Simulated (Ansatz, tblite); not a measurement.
Cost and result up the ladder for the cluster B₁₃⁺ (the lowest singlet isomer of a short search) (13 atoms). Total charge 1; singlet. Geometry: r2SCAN-D4/def2-SVP.

Cartesian coordinates in Å:
```
B 0.1455 -1.4578 1.1533
B -0.9596 1.2862 1.2326
B -0.9331 -0.3394 1.5883
B -1.7491 0.1783 0.2036
B -0.0508 -1.9408 -0.4787
B 1.7342 0.1527 -0.6896
B 1.4026 -1.2259 0.0799
B -1.3424 -1.3783 0.3256
B -0.6802 1.2804 -0.5199
B 1.0524 1.6582 -0.4883
B 0.2018 2.1992 0.7110
B 0.7836 -0.9862 -1.4903
B 0.3950 0.5736 -1.6275
```

Ansatz on 4 threads of Arm Neoverse V2 on a shared host; xTB runs through tblite on one thread. Times are rough, summed over both states, and most runs start from the orbitals of an earlier one. PBE0-D4/def2-TZVP serves as the yardstick here, not as an exact answer. The other state is a quintet at its own geometry, which has other bonds, so the gap mixes isomer and spin.

The xTB rows come from tblite. The structure comes from a short search, and lower isomers may exist.

Run but left out: HF/STO-3G (quintet: ⟨S²⟩ 6.43, where a pure state has 6.00).

xTB has no spin-polarisation term.

| level | functions | wall time |
| --- | --- | --- |
| GFN1-xTB | 52 | 0.015 s |
| GFN2-xTB | 52 | 0.02 s |
| revPBE-D4/def2-TZVP | 403 | 25 s |
| PBE-D4/def2-TZVP | 403 | 25 s |
| BLYP-D4/def2-TZVP (with forces) | 403 | 30 s |
| r2SCAN-D4/def2-TZVP | 403 | 54 s |
| PBE0-D4/def2-TZVP | 403 | 59 s |

**Question.** Estimate what each level gives for the quintet − singlet (eV).

**Answer.** 
```tsv
level	quintet − singlet (eV)	difference from PBE0-D4/def2-TZVP (eV)
GFN1-xTB	3.08	0.48
GFN2-xTB	3.84	1.24
revPBE-D4/def2-TZVP	2.46	-0.14
PBE-D4/def2-TZVP	2.54	-0.06
BLYP-D4/def2-TZVP (with forces)	2.96	0.36
r2SCAN-D4/def2-TZVP	2.45	-0.15
PBE0-D4/def2-TZVP	2.60	0.00
```
